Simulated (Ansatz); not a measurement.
`C[N](C)[In]([Cl])[Cl]` + H₂O → `[OH][In]([Cl])[Cl]` + `CNC` at 400 K and 1 bar (formal hydrolysis of the In–N bond).

Gas-phase electronic energies from Ansatz, PBE0-D4/def2-TZVP geometries. CCSD(T)/CBS adds triple-zeta CCSD(T) − MP2 to the extrapolated MP2 energy (def2 sets, frozen cores). This one scheme is used for every species. def2 core potentials past Kr. For In outer-core shells are correlated without core-valence functions, which leaves a few kJ/mol of doubt a bond. One conformer a species, not always the lowest.

```
                species  CCSD(T)/CBS energy (Eh)  H − E (kJ/mol)  S (J/(mol·K))
`C[N](C)[In]([Cl])[Cl]`              -1243.88764           261.5          463.7
                    H₂O                -76.37941            69.8          198.6
   `[OH][In]([Cl])[Cl]`              -1185.26513            68.1          377.6
                  `CNC`               -135.00321           264.6          293.2
```

H − E and S are ideal-gas, rigid-rotor, harmonic terms from PBE0-D4/def2-TZVP, for one conformer and one mirror image of each species. 1 Eh = 2625.50 kJ/mol, R = 8.31446 J/(mol·K).

Problem. By hand: ΔE, ΔH, ΔS and ΔG.

Solution. ΔE = (-1185.26513) + (-135.00321) − (-1243.88764) − (-76.37941) = -0.00129 Eh = -3.4 kJ/mol. Δ(H − E) = 68.1 + 264.6 − 261.5 − 69.8 = 1.4, so ΔH = -2.0 kJ/mol. ΔS = 377.6 + 293.2 − 463.7 − 198.6 = 8.5 J/(mol·K). ΔG = -2.0 − 400 × (8.5)/1000 = -5.4 kJ/mol.

Problem. By hand: the equilibrium constant, and the temperature at which ΔG would vanish if ΔH and ΔS stayed fixed.

Solution. log₁₀ K = −ΔG/(RT ln 10) = 0.7. ΔH and −TΔS have one sign here, so there is no such temperature. One of them is within its doubt of zero, so this could turn.

TΔS isn't small against ΔH here. The sign of ΔG lies within the doubt. A doubt of 5 kJ/mol in ΔE shifts log₁₀ K by 0.7 here. Other conformers and mirror images would add mixing entropy, several J/(mol·K) or more a flexible species. Modes under 60 cm⁻¹, often nearly free rotors, make the harmonic entropy too high. These are equilibria of isolated gas molecules and say nothing of rates. Largest T1 diagnostic: 0.014 (customary marks: 0.02 for closed shells, 0.045 for open ones).
